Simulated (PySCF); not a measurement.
A geometry optimisation, step by step.

C₈H₄F₃O₃ (charge -1).
Atom-mapped SMILES: `[O:1]=[C:2]([O-:3])[c:4]1[cH:5][cH:6][c:7]([O:8][C:9]([F:10])([F:11])[F:12])[cH:13][cH:14]1` (hydrogens: H15 on C5; H16 on C6; H17 on C13; H18 on C14)
Bond orders are those of one Lewis drawing.

Computed by this run: PBE0-D3(BJ)/def2-SVP geometry optimisation, gas phase (PySCF 2.14.0); density fitting, grid level 1; the optimiser is geomeTRIC in internal coordinates, started from a GFN2-xTB structure. 10 of its 16 geometries are shown. The frame can shift and turn from step to step; on so coarse a grid that alone can change the energy by a few meV, and forces under 0.02 eV/Å are noise.

Step 0: E = -22614.5085 eV, largest atomic force 2.425 eV/Å
```
atom  x, y, z in Å  |  force x, y, z in eV/Å
O1     -3.015   -2.582   -0.734    0.188  -0.581   0.091
C2     -3.061   -1.351   -0.828    0.544   0.305   0.132
O3     -3.996   -0.606   -1.138   -0.333   0.504  -0.127
C4     -1.706   -0.612   -0.498   -0.883  -0.462  -0.218
C5     -0.582   -1.337   -0.135    0.061   0.129   0.011
C6      0.620   -0.709    0.158    0.185  -0.078   0.054
C7      0.674    0.668    0.079    0.755   0.751   0.156
O8      1.858    1.440    0.357   -1.507  -0.365  -0.395
C9      2.962    0.855    0.701    2.252  -0.611   0.662
F10     2.918    0.144    1.851   -0.462   0.167  -0.215
F11     3.486    0.004   -0.209   -0.507   0.182  -0.064
F12     3.910    1.786    0.900   -0.397   0.126  -0.120
C13    -0.432    1.421   -0.282    0.291  -0.010   0.086
C14    -1.618    0.772   -0.569    0.068  -0.025   0.018
H15    -0.669   -2.413   -0.086   -0.162  -0.456  -0.017
H16     1.481   -1.297    0.438    0.315  -0.176   0.102
H17    -0.338    2.496   -0.330    0.041   0.483  -0.022
H18    -2.502    1.325   -0.854   -0.448   0.118  -0.134
```

Step 2: E = -22614.6107 eV, largest atomic force 0.392 eV/Å
```
atom  x, y, z in Å  |  force x, y, z in eV/Å
O1     -3.047   -2.568   -0.608    0.058   0.068   0.002
C2     -3.078   -1.329   -0.724   -0.161  -0.064  -0.017
O3     -4.026   -0.571   -1.006    0.084   0.013   0.011
C4     -1.725   -0.616   -0.478    0.030   0.005   0.017
C5     -0.586   -1.352   -0.149    0.011   0.040  -0.018
C6      0.646   -0.735    0.072   -0.010  -0.024   0.031
C7      0.723    0.653   -0.034   -0.087  -0.090  -0.004
O8      1.903    1.383    0.152    0.326  -0.088   0.199
C9      2.988    0.851    0.717   -0.131   0.116   0.028
F10     2.776    0.342    1.936   -0.165   0.054  -0.052
F11     3.548   -0.119   -0.007    0.006  -0.264  -0.215
F12     3.901    1.806    0.839    0.008   0.251   0.026
C13    -0.398    1.414   -0.359    0.036   0.011   0.025
C14    -1.614    0.773   -0.579    0.004  -0.041  -0.011
H15    -0.714   -2.436   -0.079   -0.004   0.001  -0.002
H16     1.523   -1.331    0.325   -0.002  -0.003  -0.015
H17    -0.291    2.499   -0.431   -0.004   0.007  -0.002
H18    -2.528    1.315   -0.836    0.001   0.007  -0.005
```

Step 3: E = -22614.6161 eV, largest atomic force 0.156 eV/Å
```
atom  x, y, z in Å  |  force x, y, z in eV/Å
O1     -3.054   -2.559   -0.604   -0.099   0.034  -0.023
C2     -3.086   -1.320   -0.719    0.089   0.040   0.013
O3     -4.023   -0.548   -0.996   -0.033  -0.100  -0.004
C4     -1.725   -0.617   -0.478    0.051   0.035   0.009
C5     -0.587   -1.356   -0.157   -0.001   0.013  -0.012
C6      0.649   -0.745    0.060    0.020   0.007   0.018
C7      0.731    0.642   -0.043   -0.099  -0.018   0.009
O8      1.910    1.378    0.147    0.127  -0.087   0.026
C9      2.986    0.854    0.725   -0.124   0.083   0.036
F10     2.748    0.353    1.942   -0.027   0.007  -0.031
F11     3.553   -0.125    0.009    0.031  -0.048  -0.039
F12     3.889    1.820    0.856    0.023   0.023  -0.005
C13    -0.389    1.406   -0.363    0.011   0.013   0.014
C14    -1.608    0.771   -0.580    0.024  -0.008   0.001
H15    -0.719   -2.439   -0.088    0.005  -0.011   0.000
H16     1.525   -1.347    0.305    0.005  -0.002  -0.005
H17    -0.279    2.491   -0.432    0.000   0.009   0.000
H18    -2.521    1.318   -0.833   -0.001   0.009  -0.006
```

Step 5: E = -22614.6184 eV, largest atomic force 0.074 eV/Å
```
atom  x, y, z in Å  |  force x, y, z in eV/Å
O1     -3.061   -2.550   -0.613    0.005  -0.021   0.000
C2     -3.086   -1.311   -0.726    0.010   0.018   0.003
O3     -4.025   -0.543   -1.001   -0.011   0.018  -0.011
C4     -1.722   -0.610   -0.485   -0.025  -0.028  -0.011
C5     -0.588   -1.357   -0.169    0.008   0.012   0.004
C6      0.650   -0.752    0.050   -0.001   0.001  -0.021
C7      0.734    0.636   -0.049    0.013   0.018   0.038
O8      1.920    1.363    0.136   -0.002  -0.007  -0.074
C9      2.979    0.849    0.743   -0.019   0.016   0.031
F10     2.713    0.377    1.964    0.020  -0.011   0.002
F11     3.557   -0.151    0.059    0.005   0.024   0.026
F12     3.888    1.814    0.868   -0.004  -0.031   0.005
C13    -0.381    1.409   -0.362    0.004  -0.008   0.006
C14    -1.602    0.778   -0.581   -0.011  -0.006   0.000
H15    -0.723   -2.441   -0.108   -0.005   0.006   0.001
H16     1.527   -1.357    0.284    0.005   0.006   0.004
H17    -0.267    2.494   -0.427    0.004  -0.005   0.000
H18    -2.513    1.329   -0.831    0.002  -0.004  -0.003
```

Step 7: E = -22614.6199 eV, largest atomic force 0.066 eV/Å
```
atom  x, y, z in Å  |  force x, y, z in eV/Å
O1     -3.064   -2.547   -0.630   -0.030   0.011  -0.007
C2     -3.086   -1.307   -0.739    0.036   0.006  -0.001
O3     -4.020   -0.532   -1.012   -0.011  -0.035  -0.004
C4     -1.720   -0.613   -0.496    0.019   0.021   0.002
C5     -0.584   -1.360   -0.185    0.000   0.000   0.000
C6      0.655   -0.755    0.034   -0.003  -0.023  -0.013
C7      0.739    0.632   -0.058   -0.011   0.008   0.034
O8      1.927    1.357    0.128    0.006  -0.006  -0.056
C9      2.969    0.852    0.771    0.037  -0.020   0.050
F10     2.674    0.405    1.995   -0.024   0.008   0.000
F11     3.560   -0.164    0.124   -0.003   0.000  -0.014
F12     3.880    1.813    0.897   -0.012   0.023   0.004
C13    -0.376    1.405   -0.367   -0.011  -0.002   0.007
C14    -1.598    0.775   -0.587    0.009   0.012  -0.002
H15    -0.719   -2.444   -0.127    0.003  -0.002   0.001
H16     1.533   -1.360    0.263   -0.004  -0.002   0.002
H17    -0.262    2.490   -0.427   -0.002   0.003  -0.001
H18    -2.509    1.328   -0.833    0.001  -0.001  -0.004
```

Step 8: E = -22614.6212 eV, largest atomic force 0.063 eV/Å
```
atom  x, y, z in Å  |  force x, y, z in eV/Å
O1     -3.055   -2.550   -0.643   -0.014   0.013  -0.006
C2     -3.079   -1.310   -0.752   -0.015   0.010  -0.005
O3     -4.017   -0.538   -1.025    0.006  -0.022  -0.002
C4     -1.716   -0.612   -0.507   -0.008  -0.026   0.000
C5     -0.582   -1.363   -0.197    0.025   0.047   0.000
C6      0.656   -0.760    0.024    0.028  -0.019  -0.004
C7      0.742    0.628   -0.063   -0.035   0.006   0.029
O8      1.930    1.353    0.124    0.011  -0.024  -0.057
C9      2.960    0.858    0.795    0.024  -0.012   0.051
F10     2.642    0.429    2.019   -0.019   0.005  -0.012
F11     3.566   -0.165    0.173   -0.011  -0.007  -0.014
F12     3.867    1.823    0.924    0.001   0.033   0.010
C13    -0.372    1.403   -0.370   -0.016   0.019   0.006
C14    -1.595    0.776   -0.594    0.022  -0.032   0.004
H15    -0.719   -2.447   -0.142   -0.003   0.007  -0.001
H16     1.534   -1.365    0.252    0.003  -0.003   0.004
H17    -0.256    2.488   -0.426   -0.001   0.005   0.000
H18    -2.505    1.330   -0.840    0.002  -0.002  -0.003
```

Step 10: E = -22614.6243 eV, largest atomic force 0.057 eV/Å
```
atom  x, y, z in Å  |  force x, y, z in eV/Å
O1     -3.039   -2.570   -0.681    0.012   0.009   0.008
C2     -3.063   -1.330   -0.784   -0.024  -0.011  -0.018
O3     -4.000   -0.560   -1.062    0.010  -0.004   0.007
C4     -1.703   -0.631   -0.528    0.008   0.003   0.012
C5     -0.565   -1.376   -0.218   -0.004   0.038  -0.005
C6      0.669   -0.764    0.005    0.035  -0.017  -0.001
C7      0.746    0.625   -0.074   -0.024   0.008   0.021
O8      1.934    1.351    0.105    0.037  -0.019  -0.040
C9      2.933    0.891    0.846   -0.040   0.004   0.027
F10     2.554    0.503    2.066    0.008   0.003   0.003
F11     3.573   -0.150    0.292    0.018  -0.007  -0.017
F12     3.827    1.867    0.985   -0.002   0.008   0.000
C13    -0.372    1.396   -0.377    0.000  -0.030   0.007
C14    -1.588    0.759   -0.607   -0.030   0.015  -0.007
H15    -0.695   -2.461   -0.167    0.004   0.003   0.002
H16     1.553   -1.363    0.230    0.006   0.001   0.003
H17    -0.263    2.482   -0.428   -0.008  -0.002  -0.001
H18    -2.502    1.307   -0.853   -0.006  -0.001  -0.001
```

Step 12: E = -22614.6262 eV, largest atomic force 0.032 eV/Å
```
atom  x, y, z in Å  |  force x, y, z in eV/Å
O1     -3.018   -2.594   -0.685    0.002  -0.005  -0.004
C2     -3.051   -1.355   -0.790    0.003   0.003   0.024
O3     -3.993   -0.590   -1.067   -0.003   0.000  -0.004
C4     -1.695   -0.645   -0.532    0.004   0.008  -0.004
C5     -0.551   -1.383   -0.227    0.001  -0.012   0.001
C6      0.682   -0.767   -0.011   -0.008   0.002  -0.007
C7      0.749    0.623   -0.089    0.002   0.012   0.008
O8      1.940    1.348    0.075    0.001  -0.020  -0.013
C9      2.915    0.922    0.866   -0.006   0.032   0.001
F10     2.499    0.565    2.082    0.004  -0.012  -0.012
F11     3.588   -0.127    0.364   -0.007  -0.006   0.004
F12     3.792    1.912    1.007    0.013  -0.001   0.002
C13    -0.376    1.388   -0.382    0.007  -0.016   0.005
C14    -1.591    0.745   -0.608   -0.013   0.013  -0.002
H15    -0.676   -2.468   -0.178    0.002  -0.002   0.001
H16     1.571   -1.360    0.207    0.005   0.004  -0.001
H17    -0.274    2.475   -0.431   -0.003  -0.003   0.000
H18    -2.508    1.288   -0.850   -0.003   0.002   0.002
```

Step 13: E = -22614.6261 eV, largest atomic force 0.030 eV/Å
```
atom  x, y, z in Å  |  force x, y, z in eV/Å
O1     -3.024   -2.589   -0.665   -0.003  -0.003   0.010
C2     -3.058   -1.349   -0.768    0.012   0.005  -0.018
O3     -4.000   -0.584   -1.040   -0.008  -0.001   0.010
C4     -1.699   -0.642   -0.522   -0.003   0.001   0.005
C5     -0.554   -1.382   -0.225   -0.001   0.015   0.001
C6      0.680   -0.766   -0.016    0.018  -0.013  -0.001
C7      0.750    0.623   -0.094   -0.009   0.012   0.012
O8      1.942    1.348    0.067    0.013  -0.002  -0.026
C9      2.921    0.916    0.850    0.005  -0.017   0.019
F10     2.511    0.557    2.068    0.002   0.009  -0.001
F11     3.585   -0.136    0.342    0.007   0.007  -0.012
F12     3.805    1.901    0.988   -0.018  -0.007  -0.007
C13    -0.375    1.390   -0.383   -0.002  -0.018   0.007
C14    -1.592    0.748   -0.600   -0.015   0.013  -0.004
H15    -0.679   -2.467   -0.175    0.002   0.001   0.001
H16     1.570   -1.360    0.196    0.004   0.002   0.000
H17    -0.272    2.477   -0.434   -0.002  -0.003   0.002
H18    -2.510    1.293   -0.837   -0.002   0.000   0.002
```

Step 15: E = -22614.6263 eV, largest atomic force 0.022 eV/Å
```
atom  x, y, z in Å  |  force x, y, z in eV/Å
O1     -3.026   -2.590   -0.639    0.000   0.001   0.004
C2     -3.061   -1.351   -0.743   -0.004  -0.001  -0.003
O3     -4.008   -0.588   -1.007    0.001   0.000   0.006
C4     -1.702   -0.642   -0.509   -0.001  -0.002   0.002
C5     -0.554   -1.381   -0.221    0.001  -0.001   0.002
C6      0.682   -0.766   -0.023   -0.001   0.003  -0.005
C7      0.750    0.623   -0.102   -0.002   0.002   0.010
O8      1.944    1.346    0.048    0.005  -0.006  -0.021
C9      2.926    0.917    0.829    0.000   0.000   0.009
F10     2.520    0.562    2.050    0.002  -0.001  -0.007
F11     3.589   -0.136    0.322   -0.001   0.004  -0.003
F12     3.810    1.903    0.961    0.002   0.003  -0.001
C13    -0.377    1.389   -0.382   -0.004   0.001   0.004
C14    -1.596    0.749   -0.590    0.000  -0.002   0.001
H15    -0.680   -2.466   -0.169   -0.001  -0.001   0.000
H16     1.574   -1.360    0.183    0.000  -0.001  -0.002
H17    -0.275    2.476   -0.435    0.001   0.000   0.002
H18    -2.516    1.293   -0.819   -0.001  -0.001   0.003
```

Q: Summarise the path.

A: The energy falls by 2.72 kcal/mol from step 0 to step 15; nine tenths of that is first reached at step 3. It rises by more than 0.2 meV at step 4. The largest force goes from 2.425 to 0.022 eV/Å. Among the bonds C7–O8 changes most, from 1.440 to 1.404 Å; the atoms move by 0.235 Å rms after alignment.

Q: Follow the three bonds and two angles with the largest change from start to end.

A: 
```json
{"step": "0", "E above end (kcal/mol)": "2.72", "largest force (eV/Å)": "2.425", "C7–O8 (Å)": "1.440", "O8–C9 (Å)": "1.296", "C2–C4 (Å)": "1.578", "F10–C9–F12 (°)": "105.2", "O8–C9–F11 (°)": "115.8"}
{"step": "1", "E above end (kcal/mol)": "0.67", "largest force (eV/Å)": "1.166", "C7–O8 (Å)": "1.396", "O8–C9 (Å)": "1.337", "C2–C4 (Å)": "1.540", "F10–C9–F12 (°)": "108.4", "O8–C9–F11 (°)": "113.2"}
{"step": "2", "E above end (kcal/mol)": "0.36", "largest force (eV/Å)": "0.392", "C7–O8 (Å)": "1.400", "O8–C9 (Å)": "1.334", "C2–C4 (Å)": "1.549", "F10–C9–F12 (°)": "107.4", "O8–C9–F11 (°)": "113.7"}
{"step": "3", "E above end (kcal/mol)": "0.23", "largest force (eV/Å)": "0.156", "C7–O8 (Å)": "1.402", "O8–C9 (Å)": "1.329", "C2–C4 (Å)": "1.551", "F10–C9–F12 (°)": "107.7", "O8–C9–F11 (°)": "113.5"}
{"step": "4", "E above end (kcal/mol)": "0.28", "largest force (eV/Å)": "0.214", "C7–O8 (Å)": "1.404", "O8–C9 (Å)": "1.324", "C2–C4 (Å)": "1.554", "F10–C9–F12 (°)": "108.0", "O8–C9–F11 (°)": "113.4"}
{"step": "5", "E above end (kcal/mol)": "0.18", "largest force (eV/Å)": "0.074", "C7–O8 (Å)": "1.404", "O8–C9 (Å)": "1.325", "C2–C4 (Å)": "1.552", "F10–C9–F12 (°)": "107.9", "O8–C9–F11 (°)": "113.6"}
{"step": "6", "E above end (kcal/mol)": "0.16", "largest force (eV/Å)": "0.064", "C7–O8 (Å)": "1.404", "O8–C9 (Å)": "1.325", "C2–C4 (Å)": "1.552", "F10–C9–F12 (°)": "107.8", "O8–C9–F11 (°)": "113.6"}
{"step": "7", "E above end (kcal/mol)": "0.15", "largest force (eV/Å)": "0.066", "C7–O8 (Å)": "1.404", "O8–C9 (Å)": "1.325", "C2–C4 (Å)": "1.551", "F10–C9–F12 (°)": "107.8", "O8–C9–F11 (°)": "113.6"}
{"step": "8", "E above end (kcal/mol)": "0.12", "largest force (eV/Å)": "0.063", "C7–O8 (Å)": "1.404", "O8–C9 (Å)": "1.325", "C2–C4 (Å)": "1.551", "F10–C9–F12 (°)": "107.9", "O8–C9–F11 (°)": "113.6"}
{"step": "9", "E above end (kcal/mol)": "0.08", "largest force (eV/Å)": "0.062", "C7–O8 (Å)": "1.403", "O8–C9 (Å)": "1.326", "C2–C4 (Å)": "1.551", "F10–C9–F12 (°)": "107.9", "O8–C9–F11 (°)": "113.6"}
{"step": "10", "E above end (kcal/mol)": "0.05", "largest force (eV/Å)": "0.057", "C7–O8 (Å)": "1.404", "O8–C9 (Å)": "1.326", "C2–C4 (Å)": "1.551", "F10–C9–F12 (°)": "108.0", "O8–C9–F11 (°)": "113.5"}
{"step": "11", "E above end (kcal/mol)": "0.02", "largest force (eV/Å)": "0.093", "C7–O8 (Å)": "1.404", "O8–C9 (Å)": "1.327", "C2–C4 (Å)": "1.552", "F10–C9–F12 (°)": "108.0", "O8–C9–F11 (°)": "113.3"}
{"step": "12", "E above end (kcal/mol)": "0.00", "largest force (eV/Å)": "0.032", "C7–O8 (Å)": "1.404", "O8–C9 (Å)": "1.326", "C2–C4 (Å)": "1.552", "F10–C9–F12 (°)": "108.0", "O8–C9–F11 (°)": "113.4"}
{"step": "13", "E above end (kcal/mol)": "0.00", "largest force (eV/Å)": "0.030", "C7–O8 (Å)": "1.404", "O8–C9 (Å)": "1.326", "C2–C4 (Å)": "1.552", "F10–C9–F12 (°)": "108.0", "O8–C9–F11 (°)": "113.4"}
{"step": "14", "E above end (kcal/mol)": "0.00", "largest force (eV/Å)": "0.027", "C7–O8 (Å)": "1.404", "O8–C9 (Å)": "1.326", "C2–C4 (Å)": "1.552", "F10–C9–F12 (°)": "108.0", "O8–C9–F11 (°)": "113.4"}
{"step": "15", "E above end (kcal/mol)": "0.00", "largest force (eV/Å)": "0.022", "C7–O8 (Å)": "1.404", "O8–C9 (Å)": "1.326", "C2–C4 (Å)": "1.552", "F10–C9–F12 (°)": "108.0", "O8–C9–F11 (°)": "113.4"}
```

The cost below is that of the whole optimisation. The run took about 18 min of CPU time (one thread, shared machine).
